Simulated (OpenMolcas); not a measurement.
Pt2+ (d8) among equal point charges was computed by CASSCF with the d shell active (OpenMolcas, ANO-RCC-VDZP on the metal). Its lowest spin-free states, and all those of the highest spin:

```json
{"2S+1": "3", "Degeneracy": "3", "E (cm-1)": "0.0"}
{"2S+1": "3", "Degeneracy": "3", "E (cm-1)": "3042"}
{"2S+1": "3", "Degeneracy": "1", "E (cm-1)": "6419"}
{"2S+1": "1", "Degeneracy": "2", "E (cm-1)": "11838"}
{"2S+1": "1", "Degeneracy": "3", "E (cm-1)": "12133"}
{"2S+1": "3", "Degeneracy": "3", "E (cm-1)": "14589"}
{"2S+1": "1", "Degeneracy": "3", "E (cm-1)": "18152"}
{"2S+1": "1", "Degeneracy": "3", "E (cm-1)": "19359"}
{"2S+1": "1", "Degeneracy": "1", "E (cm-1)": "19865"}
{"2S+1": "1", "Degeneracy": "2", "E (cm-1)": "20774"}
{"2S+1": "1", "Degeneracy": "1", "E (cm-1)": "44229"}
```

Is the site octahedral, tetrahedral or cube-like, axial, or of lower symmetry?

The states with 2S+1 = 3 have orbital degeneracies 3, 3, 1, 3. Threefold states need a cubic site. For d8 at this spin an octahedron puts the single A2 below the threefold T2 and a tetrahedron or cube puts the threefold T1 below the threefold T2, so the site is a tetrahedron or a cube, which this pattern cannot tell apart. The run had Pt2+ among 4 point charges of -2 e arranged as a tetrahedron (Td), 1.99 Å from the ion.

An orbital triplet at a regular site is open to Jahn-Teller coupling, which can distort the site and quench the lowest spin-orbit gaps and is left out. Without dynamic correlation the repulsion within the d shell is too large (B by tens of per cent), so at a given field states of lower spin stand too high. Real 4d8 and 5d8 ions are as a rule square planar and diamagnetic. This is an electrostatic model: the charges have no orbitals. No measured value stands beside these numbers.
